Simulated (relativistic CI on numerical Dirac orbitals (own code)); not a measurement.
Hyperfine structure of Bi XIV, mass number 207

Method of calculation: Dirac-Coulomb-Breit CI, orbitals from a KLI potential per configuration, QED by a radiative potential, unscaled Slater integrals (own radial code, finite nucleus).

Configurations in the expansion (outside the closed core [Kr] 4d10 4f14): 5s2 5p6 5d2, 5s2 5p6 5d 5f, 5s2 5p5 5d3, 5s2 5p6 5d 6s, 5s2 5p6 5f2, 5s2 5p6 5d 6p, 5s2 5p6 6s2, 5s2 5p6 5d 5g, 5s 5p6 5d3, 5s2 5p6 6s 6p, 5s2 5p5 5d2 5f, 5s2 5p6 5f 6s, 5s2 5p6 5d 6d, 5s2 5p6 6p2, 5s2 5p6 5f 6p. Double excitations out of closed p, d and f shells are left out; levels of such configurations are missing from the list, as are those of other unlisted configurations, and high levels can miss mixing partners. Some configurations lack a partner that the ground configuration has and come out too high, among them 5s2 5p5 5d2 5f.

Nuclear spin I = 9/2, μ = 4.0729 μN, Q = -0.76 b (tables of Stone and Pyykkö). The electronic factors are computed for point nuclear moments, without core polarisation or the Bohr-Weisskopf and QED corrections.

```
             Level  E (cm⁻¹)  A (MHz)  B (MHz)
  5s2 5p6 5d2 3F_2         0     5337     -504
  5s2 5p6 5d2 3F_3     30830     3013    -1200
  5s2 5p6 5d2 3F_4     46969     2990    -4580
  5s2 5p6 5d2 3P_1     49452   -287.3    -1330
  5s2 5p6 5d2 1G_4     75407     2343    -5070
5s2 5p6 5d 6s 3D_1    477811   -34040    -1620
5s2 5p6 5d 6s 3D_2    480842    43710    -3020
5s2 5p6 5d 6s 3D_3    513439    28890    -3690
```

Levels with J = 0, under 50 % of one LS term, or S terms without an open s electron are left out. Small factors come from cancelling terms and can be off by tens of per cent or more.

At this charge transitions that keep the count of f electrons are usually good to a few per cent. Terms inside the open d or f shell come out 10 to 20 % too wide with unscaled integrals. Levels and lines within the n = 5 or 6 shells can be off by up to 10 % or somewhat more, and those that change n by about 2 %, since core polarisation is missing. Levels that differ in their count of f electrons can be misplaced by several ten thousand cm⁻¹, since the correlation energy of f electrons is missing or only estimated; rates across such gaps can be off by orders of magnitude.

(1) Give the hyperfine levels of 5s2 5p6 5d2 3F_2 relative to its centre of gravity.

## Answers

(1) With K = F(F + 1) − I(I + 1) − J(J + 1), E = AK/2 + B[¾K(K + 1) − I(I + 1)J(J + 1)]/[2I(2I − 1)J(2J − 1)]: F = 5/2: -58940, F = 7/2: -40040, F = 9/2: -15860, F = 11/2: 13490, F = 13/2: 47910 MHz.

LS names give the leading component of a level, which can be under half, so a name can repeat, a term be missing and a line seem to break the LS rules.
